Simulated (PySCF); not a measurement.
Compound: C₈H₉N.
Bonds: C1–C2 (double), C2–C3, C2–C4, C4–C5 (aromatic), C5–C6 (aromatic), C6–C7 (aromatic), C7–C8 (aromatic), C8–N9 (aromatic), C4–N9 (aromatic). Hydrogens: H10, H11 on C1; H12, H13, H14 on C3; H15 on C5; H16 on C6; H17 on C7; H18 on C8.

The same species was optimised twice, with GFN2-xTB and with PBE0-D3(BJ)/def2-SVP (PySCF), and the same property calculations (PySCF, gas phase) were run on both structures.

| coordinate | GFN2-xTB | PBE0-D3(BJ)/def2-SVP | change |
| --- | --- | --- | --- |
| C2–C4 (Å) | 1.472 | 1.486 | +0.014 |
| C1=C2 (Å) | 1.331 | 1.342 | +0.011 |
| C8–N9 (Å) | 1.317 | 1.328 | +0.011 |
| C6–C7 (Å) | 1.387 | 1.395 | +0.008 |
| C4–C5 (Å) | 1.398 | 1.406 | +0.008 |
| C7–C8 (Å) | 1.387 | 1.392 | +0.005 |
| C5–C6 (Å) | 1.382 | 1.388 | +0.006 |
| C4–N9 (Å) | 1.334 | 1.338 | +0.004 |
| C2–C3 (Å) | 1.498 | 1.498 | 0.000 |
| C1–C2–C4 (°) | 123.5 | 122.5 | -1.0 |
| C3–C2–C4 (°) | 115.0 | 115.9 | +0.9 |
| C2–C4–C5 (°) | 123.6 | 123.0 | -0.6 |
| C2–C4–N9 (°) | 115.4 | 115.9 | +0.5 |
| C1–C2–C3 (°) | 121.5 | 121.6 | +0.1 |
| C4–N9–C8 (°) | 119.4 | 119.3 | -0.1 |
| C4–C5–C6 (°) | 119.2 | 119.3 | +0.1 |
| C5–C6–C7 (°) | 119.1 | 119.1 | 0.0 |
| C1–C2–C4–C5 (°) | 5 | 5 | 0 |

Rotational constants: A = 3700, B = 1291, C = 963.6 MHz (GFN2-xTB) against A = 3659, B = 1273, C = 950.7 MHz (PBE0-D3(BJ)/def2-SVP).

On the GFN2-xTB structure: HOMO (eV) -6.78 [PBE0/pcSseg-1]; LUMO (eV) -1.23 [PBE0/pcSseg-1]; dipole (D) 1.74 [PBE0/pcSseg-1]; GIAO shielding of C1 (ppm) 68.2 [PBE0/pcSseg-1]; GIAO shielding of C2 (ppm) 33.3 [PBE0/pcSseg-1]; GIAO shielding of C3 (ppm) 161.6 [PBE0/pcSseg-1]; GIAO shielding of C4 (ppm) 25.5 [PBE0/pcSseg-1]; GIAO shielding of C5 (ppm) 63.8 [PBE0/pcSseg-1]; GIAO shielding of C6 (ppm) 45.5 [PBE0/pcSseg-1]; GIAO shielding of C7 (ppm) 60.3 [PBE0/pcSseg-1]; GIAO shielding of C8 (ppm) 32.2 [PBE0/pcSseg-1].

What do these properties become on the PBE0-D3(BJ)/def2-SVP structure?

```
                                    property          level  on GFN2-xTB  on PBE0-D3(BJ)/def2-SVP  change
                                   HOMO (eV)  PBE0/pcSseg-1        -6.78                    -6.77   +0.01
                                   LUMO (eV)  PBE0/pcSseg-1        -1.23                    -1.26   -0.03
                                  dipole (D)  PBE0/pcSseg-1         1.74                     1.73   -0.01
energy, GFN2-xTB geometry as zero (kcal/mol)  PBE0/pcSseg-1          0.0                     -0.5    -0.5
                  GIAO shielding of C1 (ppm)  PBE0/pcSseg-1         68.2                     64.7    -3.5
                  GIAO shielding of C2 (ppm)  PBE0/pcSseg-1         33.3                     30.9    -2.4
                  GIAO shielding of C3 (ppm)  PBE0/pcSseg-1        161.6                    160.7    -0.9
                  GIAO shielding of C4 (ppm)  PBE0/pcSseg-1         25.5                     23.3    -2.2
                  GIAO shielding of C5 (ppm)  PBE0/pcSseg-1         63.8                     61.9    -1.9
                  GIAO shielding of C6 (ppm)  PBE0/pcSseg-1         45.5                     43.8    -1.7
                  GIAO shielding of C7 (ppm)  PBE0/pcSseg-1         60.3                     57.9    -2.4
                  GIAO shielding of C8 (ppm)  PBE0/pcSseg-1         32.2                     29.8    -2.4
```

The heavy atoms differ by 0.019 Å rms after alignment. Among bonds between heavy atoms C2–C4 changes most (+0.014 Å). Changes are differences of the printed values. Neither structure is proved a minimum here.

Conformer computed: `[CH2:1]=[C:2]([CH3:3])[c:4]1[cH:5][cH:6][cH:7][cH:8][n:9]1`: C1–C2–C4–C5 5°.
